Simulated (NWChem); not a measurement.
All runs are NWChem calculations. System: C$_{2}$H$_{6}$Si, charge 1, spin multiplicity 2, at the geometry of a parent with another charge or spin, in a state set for the comparison that need not be this species' ground state. Its SCF solution wasn't tested for a lower state. Level: UHF/def2-TZVPP.

Output (cleaned and shortened):

```
             Northwest Computational Chemistry Package (NWChem) 7.3.0
             --------------------------------------------------------

                                NWChem Input Module
                                -------------------

 Scaling coordinates for geometry "geometry" by  1.889725989
 (inverse scale =  0.529177249)

                             Geometry "geometry" -> ""
                             -------------------------

 Output coordinates in angstroms (scale by  1.889725989 to convert to a.u.)

  No.       Tag          Charge          X              Y              Z
 ---- ---------------- ---------- -------------- -------------- --------------
    1 Si                  14.0000     1.01001900    -0.36876300    -0.19479900
    2 C                    6.0000    -0.60546700     0.59070300    -0.19693600
    3 C                    6.0000    -1.66075500     0.29147200     0.58733800
    4 H                    1.0000     1.31096500    -0.91923700    -1.56489100
    5 H                    1.0000     0.91392600    -1.50700000     0.78504000
    6 H                    1.0000     2.16403200     0.51970100     0.19247500
    7 H                    1.0000    -0.69590100     1.45443200    -0.88328600
    8 H                    1.0000    -2.59582900     0.87823100     0.56100900
    9 H                    1.0000    -1.64013400    -0.55649800     1.29443100

 Effective nuclear repulsion energy (a.u.)      97.0147571641

            Nuclear Dipole moment (a.u.)
            ----------------------------
        X                 Y               Z
 ---------------- ---------------- ----------------
    -0.0000132281    -0.0000056692     0.0000075589


 Summary of "ao basis" -> "" (spherical)
 ------------------------------------------------------------------------------
       Tag                 Description            Shells   Functions and Types
 ---------------- ------------------------------  ------  ---------------------
 *                         def2-tzvpp                 on all atoms

 Summary of "ao basis" -> "ao basis" (spherical)
 ------------------------------------------------------------------------------
       Tag                 Description            Shells   Functions and Types
 ---------------- ------------------------------  ------  ---------------------
 Si                        def2-tzvpp               14       42   5s5p3d1f
 C                         def2-tzvpp               11       31   5s3p2d1f
 H                         def2-tzvpp                6       14   3s2p1d

                                 NWChem SCF Module
                                 -----------------

  ao basis        = "ao basis"
  functions       =   188
  atoms           =     9
  alpha electrons =    16
  beta  electrons =    15
  charge          =   1.00
  wavefunction    = UHF
  use symmetry    = F
  symmetry adapt  = F

 Summary of "ao basis" -> "ao basis" (spherical)
 ------------------------------------------------------------------------------
       Tag                 Description            Shells   Functions and Types
 ---------------- ------------------------------  ------  ---------------------
 Si                        def2-tzvpp               14       42   5s5p3d1f
 C                         def2-tzvpp               11       31   5s3p2d1f
 H                         def2-tzvpp                6       14   3s2p1d

 Forming initial guess at       0.2s

      Superposition of Atomic Density Guess
      -------------------------------------

 Sum of atomic energies:        -367.17692210

 Renormalizing density from      32.00 to     31

      Non-variational initial energy
      ------------------------------

 Total energy =    -361.031353
 1-e energy   =    -674.719754
 2-e energy   =     216.673644
 HOMO         =      -0.629464
 LUMO         =      -0.318841

 Starting SCF solution at       5.4s

 ----------------------------------------------
         Quadratically convergent UHF

 Convergence threshold     :          1.000E-07
 Maximum no. of iterations :          100
 Integral*density screening:          1.000E-09
 ----------------------------------------------

              iter       energy          gnorm     gmax       time
[...]
                     UHF Final Beta Molecular Orbital Analysis
                     -----------------------------------------

 Vector   13  Occ=1.000000D+00  E=-7.026841D-01
              MO Center= -7.5D-02,  1.2D-01, -6.7D-02, r^2= 3.1D+00
   Bfn.  Coefficient  Atom+Function         Bfn.  Coefficient  Atom+Function
  ----- ------------  ---------------      ----- ------------  ---------------
    48      0.216304  2 C  px                51      0.212631  2 C  px
    15     -0.188127  1 Si px                49     -0.174757  2 C  py
    52     -0.165329  2 C  py

 Vector   14  Occ=1.000000D+00  E=-6.568222D-01
              MO Center=  1.1D+00, -8.1D-01,  1.5D-01, r^2= 2.2D+00
   Bfn.  Coefficient  Atom+Function         Bfn.  Coefficient  Atom+Function
  ----- ------------  ---------------      ----- ------------  ---------------
   120      0.256369  5 H  s                 17      0.222469  1 Si pz
    16     -0.205122  1 Si py               119      0.152873  5 H  s

 Vector   15  Occ=1.000000D+00  E=-6.547109D-01
              MO Center=  1.4D+00, -2.3D-01, -5.3D-01, r^2= 2.1D+00
   Bfn.  Coefficient  Atom+Function         Bfn.  Coefficient  Atom+Function
  ----- ------------  ---------------      ----- ------------  ---------------
    17      0.250036  1 Si pz               106     -0.221524  4 H  s
   134      0.216815  6 H  s                 16      0.197770  1 Si py

 Vector   16  Occ=0.000000D+00  E=-2.731093D-01
              MO Center= -9.8D-01,  4.0D-01,  1.5D-01, r^2= 2.3D+00
   Bfn.  Coefficient  Atom+Function         Bfn.  Coefficient  Atom+Function
  ----- ------------  ---------------      ----- ------------  ---------------
    50      0.165670  2 C  pz                53      0.161188  2 C  pz
    87      0.161723  3 C  pz                81      0.160664  3 C  pz

 Vector   17  Occ=0.000000D+00  E=-6.925518D-02
              MO Center= -9.9D-01,  3.4D-01,  2.1D-01, r^2= 3.7D+00
   Bfn.  Coefficient  Atom+Function         Bfn.  Coefficient  Atom+Function
  ----- ------------  ---------------      ----- ------------  ---------------
    87      0.569940  3 C  pz                56     -0.499606  2 C  pz
    86      0.476661  3 C  py                55     -0.415096  2 C  py
    85      0.281144  3 C  px                54     -0.251010  2 C  px
   135      0.233463  6 H  s                107     -0.214181  4 H  s
    81      0.167293  3 C  pz

 Vector   18  Occ=0.000000D+00  E=-4.429588D-02
              MO Center=  1.0D-01,  1.1D-01, -1.4D-01, r^2= 7.7D+00
   Bfn.  Coefficient  Atom+Function         Bfn.  Coefficient  Atom+Function
  ----- ------------  ---------------      ----- ------------  ---------------
    47      1.914245  2 C  s                 18      1.247341  1 Si px
   149     -1.041631  7 H  s                 19     -0.790381  1 Si py
   163     -0.756732  8 H  s                  5     -0.750512  1 Si s
    78      0.739894  3 C  s                 54      0.704003  2 C  px
    77      0.592457  3 C  s                177     -0.487070  9 H  s

 center of mass
 --------------
 x =   0.01678485 y =   0.00448958 z =  -0.01228680

 moments of inertia (a.u.)
 ------------------
          97.231501130507          87.094393018164          70.306805434353
          87.094393018164         338.889436070563          -5.367480074046
          70.306805434353          -5.367480074046         353.394922688880

  Mulliken analysis of the total density
  --------------------------------------

    Atom       Charge   Shell Charges
 -----------   ------   -------------------------------------------------------
    1 Si  14    13.59   2.00  0.58  1.39  0.79  0.41  4.12  1.73  0.52  1.43  0.28  0.00  0.13  0.16  0.03
    2 C    6     6.04   0.86  1.12  0.52  0.69  0.06  1.17  1.29  0.23  0.02  0.07  0.00
    3 C    6     5.90   0.86  1.12  0.54  0.57  0.09  1.17  1.23  0.22  0.02  0.07  0.01
    4 H    1     1.00   0.23  0.55  0.20  0.00  0.02  0.00
    5 H    1     1.02   0.23  0.55  0.22  0.00  0.02  0.00
    6 H    1     1.00   0.23  0.55  0.20  0.00  0.02  0.00
    7 H    1     0.82   0.25  0.47  0.06  0.01  0.03  0.00
    8 H    1     0.81   0.25  0.46  0.06  0.01  0.03  0.00
    9 H    1     0.82   0.25  0.47  0.06  0.01  0.03  0.00

  Mulliken analysis of the alpha density
  --------------------------------------

    Atom       Charge   Shell Charges
 -----------   ------   -------------------------------------------------------
    1 Si  14     6.77   1.00  0.29  0.70  0.39  0.20  2.06  0.86  0.26  0.70  0.13  0.00  0.07  0.09  0.01
    2 C    6     3.29   0.43  0.56  0.26  0.35  0.04  0.67  0.77  0.15  0.01  0.04  0.00
    3 C    6     3.24   0.43  0.56  0.27  0.29  0.05  0.68  0.76  0.15  0.01  0.04  0.00
    4 H    1     0.51   0.12  0.28  0.10  0.00  0.01  0.00
    5 H    1     0.51   0.12  0.28  0.11  0.00  0.01  0.00
    6 H    1     0.51   0.12  0.28  0.10  0.00  0.01  0.00
    7 H    1     0.39   0.12  0.22  0.02  0.00  0.02  0.00
    8 H    1     0.39   0.12  0.22  0.03  0.00  0.02  0.00
    9 H    1     0.39   0.12  0.22  0.03  0.00  0.02  0.00

   Mulliken analysis of the beta density
   -------------------------------------

    Atom       Charge   Shell Charges
 -----------   ------   -------------------------------------------------------
    1 Si  14     6.82   1.00  0.29  0.70  0.40  0.21  2.06  0.86  0.26  0.73  0.15  0.00  0.06  0.08  0.01
    2 C    6     2.75   0.43  0.56  0.26  0.34  0.03  0.51  0.52  0.07  0.01  0.03  0.00
    3 C    6     2.66   0.43  0.56  0.26  0.28  0.04  0.49  0.47  0.07  0.01  0.03  0.00
    4 H    1     0.49   0.11  0.27  0.10  0.00  0.01  0.00
    5 H    1     0.51   0.12  0.28  0.11  0.00  0.01  0.00
    6 H    1     0.49   0.11  0.27  0.10  0.00  0.01  0.00
    7 H    1     0.43   0.13  0.25  0.03  0.00  0.01  0.00
    8 H    1     0.42   0.13  0.24  0.03  0.00  0.01  0.00
    9 H    1     0.43   0.13  0.25  0.03  0.00  0.01  0.00

   Mulliken analysis of the spin density
   -------------------------------------

    Atom       Charge   Shell Charges
 -----------   ------   -------------------------------------------------------
    1 Si  14    -0.05  -0.00 -0.00  0.00 -0.01 -0.01 -0.00  0.00 -0.01 -0.03 -0.02  0.00  0.00  0.01  0.00
    2 C    6     0.54   0.00 -0.00  0.01  0.01  0.01  0.16  0.25  0.08  0.00  0.01  0.00
    3 C    6     0.58   0.00 -0.00  0.01  0.01  0.00  0.18  0.29  0.08  0.00  0.01  0.00
    4 H    1     0.02   0.01  0.01  0.00  0.00  0.00  0.00
    5 H    1    -0.00  -0.00 -0.00 -0.00 -0.00 -0.00 -0.00
    6 H    1     0.02   0.01  0.01  0.00  0.00  0.00  0.00
    7 H    1    -0.04  -0.01 -0.03 -0.01  0.00  0.00  0.00
    8 H    1    -0.04  -0.01 -0.03 -0.01  0.00  0.00  0.00
    9 H    1    -0.04  -0.01 -0.03 -0.01  0.00  0.00  0.00

       Multipole analysis of the density wrt the origin
       ------------------------------------------------

     L   x y z        total         alpha         beta         nuclear
     -   - - -        -----         -----         ----         -------
     0   0 0 0      1.000000    -16.000000    -15.000000     32.000000

     1   1 0 0     -1.596824      0.218532     -1.815343     -0.000013
     1   0 1 0      0.638413     -0.074679      0.713098     -0.000006
     1   0 0 1      0.262615     -0.046716      0.309323      0.000008

     2   2 0 0    -10.007890    -97.758981    -91.443818    179.194909
     2   1 1 0     -2.339774     24.622323     23.395504    -50.357602
     2   1 0 1     -2.389765     20.283441     19.371785    -42.044991
     2   0 2 0    -16.611687    -29.018684    -27.194709     39.601706
     2   0 1 1     -0.618379     -1.177399     -0.076645      0.635665
     2   0 0 2    -16.999559    -25.009287    -23.081552     31.091280

 Task  times  cpu:      239.5s     wall:      239.5s

 Total times  cpu:      239.6s     wall:      239.6s
```

Task: Write an NWChem input that would produce this output.

Result: One answer among several that fit: 
```
start mol
memory heap 200 mb stack 900 mb global 1100 mb
charge 1
geometry units angstroms nocenter noautoz noautosym
  Si     1.010019    -0.368763    -0.194799
  C     -0.605467     0.590703    -0.196936
  C     -1.660755     0.291472     0.587338
  H      1.310965    -0.919237    -1.564891
  H      0.913926    -1.507000     0.785040
  H      2.164032     0.519701     0.192475
  H     -0.695901     1.454432    -0.883286
  H     -2.595829     0.878231     0.561009
  H     -1.640134    -0.556498     1.294431
end
basis spherical
  * library def2-tzvpp
end
scf
  uhf
  nopen 1
  maxiter 100
  thresh 1e-7
  semidirect memsize 60000000 filesize 0
end
task scf energy
```
